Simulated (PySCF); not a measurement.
Compound: C₂H₅FS₂Si.
Atom-mapped SMILES: `[CH2:1]=[CH:2][S:3][Si@H:4]([F:5])[SH:6]` (hydrogens: H7, H8 on C1; H9 on C2; H10 on Si4; H11 on S6)

A GFN2-xTB structure with every atom displaced at random (by about 0.01 Å) was refined with PySCF, PBE0-D3(BJ)/def2-SVP geometry optimisation, gas phase. Values at the start:

```json
{"coordinate": "C1=C2", "start": "1.288 Å"}
{"coordinate": "C1–H7", "start": "1.090 Å"}
{"coordinate": "C1–H8", "start": "1.082 Å"}
{"coordinate": "C2–S3", "start": "1.742 Å"}
{"coordinate": "C2–H9", "start": "1.083 Å"}
{"coordinate": "S3–Si4", "start": "2.161 Å"}
{"coordinate": "Si4–F5", "start": "1.629 Å"}
{"coordinate": "Si4–S6", "start": "2.092 Å"}
{"coordinate": "Si4–H10", "start": "1.452 Å"}
{"coordinate": "S6–H11", "start": "1.339 Å"}
{"coordinate": "C1–C2–S3", "start": "127.4°"}
{"coordinate": "C2–S3–Si4", "start": "106.9°"}
{"coordinate": "S3–Si4–F5", "start": "109.0°"}
{"coordinate": "S3–Si4–S6", "start": "108.5°"}
{"coordinate": "F5–Si4–S6", "start": "108.7°"}
{"coordinate": "C1–C2–S3–Si4", "start": "4°"}
{"coordinate": "C2–S3–Si4–F5", "start": "-57°"}
```

**Question.** How do these coordinates change at the PBE0-D3(BJ)/def2-SVP level?

**Answer.** 
| coordinate | PBE0-D3(BJ)/def2-SVP (Å or °) | change |
| --- | --- | --- |
| C1=C2 | 1.335 | +0.047 |
| Si4–S6 | 2.131 | +0.039 |
| C2–S3 | 1.775 | +0.033 |
| S3–Si4 | 2.129 | -0.032 |
| Si4–H10 | 1.481 | +0.029 |
| S6–H11 | 1.351 | +0.012 |
| C2–H9 | 1.095 | +0.012 |
| C1–H8 | 1.093 | +0.011 |
| C1–H7 | 1.094 | +0.004 |
| Si4–F5 | 1.627 | -0.002 |
| C2–S3–Si4 | 99.8 | -7.1 |
| S3–Si4–F5 | 111.9 | +2.9 |
| S3–Si4–S6 | 106.5 | -2.0 |
| C1–C2–S3 | 126.3 | -1.1 |
| F5–Si4–S6 | 108.2 | -0.5 |
| C1–C2–S3–Si4 | 40 | +36 |
| C2–S3–Si4–F5 | -72 | -15 |

The energy falls by 5.0 kcal/mol over 9 energy and gradient evaluations, the largest force component goes from 0.0473 to 7.0e-05 Eh/bohr, and the atoms move by 0.345 Å rms after alignment. The bond that changes most is C1=C2 (terminal =CH2 carbon to alkene CH carbon), which lengthens by 0.047 Å. Bonds longer at the end by more than 0.005 Å: 7 of 10; shorter: 1. Among the dihedrals that turn most is C1–C2–S3–Si4, from 4° to 40°. Rotational constants go from 3660, 1139, 918.3 to 3499, 1166, 930.3 MHz.

The run used 121 basis functions and 63 SCF cycles in all. Time: 27 s wall; peak memory 0.53 GiB. Hardware: AMD EPYC 9R45, one thread, shared host with 96 logical CPUs at a one-minute load of 27.

No frequency check. One conformer, not necessarily the lowest.
